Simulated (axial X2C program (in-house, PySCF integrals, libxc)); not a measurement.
# Worked dissociation energy of MgMo: r2SCAN0, spin-free

Computed with an axial X2C code built on PySCF integrals. Spin-free means the one-electron spin-free X2C Hamiltonian. Basis: Mo dyall-cv3z [11s12p9d5f3g], Mg dyall-cv3z [9s8p6d3f] (cores contracted in-house); Gaussian nuclei, density fitting, unrestricted open shells. Masses: Mo 97.905 u, Mg 23.985 u.

Molecular state: M_S = 3, Λ = 0 (beyond evenly filled blocks: 2 × σα, π+α, π-α, δ+α, δ-α).

| Quantity | Value |
| --- | --- |
| E(Mo) (2M_S = 6, M_L = 0) | -4048.398719 hartree |
| E(Mg) (2M_S = 0, M_L = 0) | -200.347802 hartree |
| E(MgMo) at Re | -4248.763134 hartree |
| ωe | 161.1 cm⁻¹ |
| ωexe | 1.45 cm⁻¹ |

Problem. Work out De and D0.

Solution. De = -4048.398719 + (-200.347802) − (-4248.763134) = 0.01661 hartree = 0.452 eV. The zero-point energy is ωe/2 − ωexe/4 = 80 cm⁻¹ = 0.010 eV, so D0 = 0.442 eV.

One determinant describes the state; a PBE0 search over occupations chose it and may have missed a lower one. De is counted from the lowest determinant-based energies of the atoms at the same level, without counterpoise correction. Other states lie close and PBE0, whose exact exchange favours high spin, may order them wrongly; the determinant shown need not be the ground state. The nearest other spin-free determinant of the search, M_S = 2, Λ = 0, lies 0.84 eV up at the distance of the search.

Each atomic determinant is the lowest at this level and need not be a pure term. Totals compare only within one Hamiltonian and basis.
